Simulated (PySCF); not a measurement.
BeH₂S₂.

```xyz
5

Be     0.0000     0.0000     0.0331
S     -0.0582     1.9020     0.0519
H      0.8945     1.9800    -0.8965
S      0.0582    -1.9020     0.0519
H     -0.8945    -1.9800    -0.8965
```

Geometry optimised at r2SCAN-D4/def2-TZVP. Other conformers were not sampled.

Method: PBE0/pcSseg-2 run with PySCF. Non-relativistic, no solvent.

Computed absolute GIAO shielding of each atom: isotropic value and principal components (ppm):
```csv
atom,σ(iso),σ11,σ22,σ33,span
Be1,80.1,42.7,43.0,154.6,111.9
S2,735.2,632.0,743.7,829.9,197.9
H3,30.9,24.5,27.3,41.0,16.5
S4,735.2,632.0,743.7,829.9,197.9
H5,30.9,24.5,27.3,41.0,16.5
```
